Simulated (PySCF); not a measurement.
## Cobalt: highly charged ions in a basis for the neutral atom

Co²³⁺ [He] 2s2, Co²⁴⁺ [He] 2s1. Calculation: PySCF 2.14, in pcseg-2 (6s4p3d2f1g, 56 functions); no relativity, point nucleus. No spin-orbit coupling, so a gap to NIST mixes the basis error with missing relativistic terms.

Changed run: basis of the neutral atom used for a highly charged ion. This setting is unsound on purpose.

```json
{"species": "Co²³⁺", "method": "UHF", "sound run (hartree)": "not run", "changed run (hartree)": "-869.02585", "converged": "yes"}
{"species": "Co²³⁺", "method": "M06-2X", "sound run (hartree)": "not run", "changed run (hartree)": "-869.25897", "converged": "yes"}
{"species": "Co²³⁺", "method": "PBE", "sound run (hartree)": "not run", "changed run (hartree)": "-868.93611", "converged": "yes"}
{"species": "Co²⁴⁺", "method": "UHF", "sound run (hartree)": "not run", "changed run (hartree)": "-792.45299", "converged": "yes"}
{"species": "Co²⁴⁺", "method": "M06-2X", "sound run (hartree)": "not run", "changed run (hartree)": "-792.52801", "converged": "yes"}
{"species": "Co²⁴⁺", "method": "PBE", "sound run (hartree)": "not run", "changed run (hartree)": "-792.24412", "converged": "yes"}
```

Ionisation energy of Co²³⁺:

```json
{"method": "UHF", "changed run (eV)": "2083.7", "NIST (eV)": "2119.4 ± 1.9"}
{"method": "M06-2X", "changed run (eV)": "2088.0", "NIST (eV)": "2119.4 ± 1.9"}
{"method": "PBE", "changed run (eV)": "2086.9", "NIST (eV)": "2119.4 ± 1.9"}
```

The contracted functions were made for the neutral atom and can be too rigid for a highly charged ion.
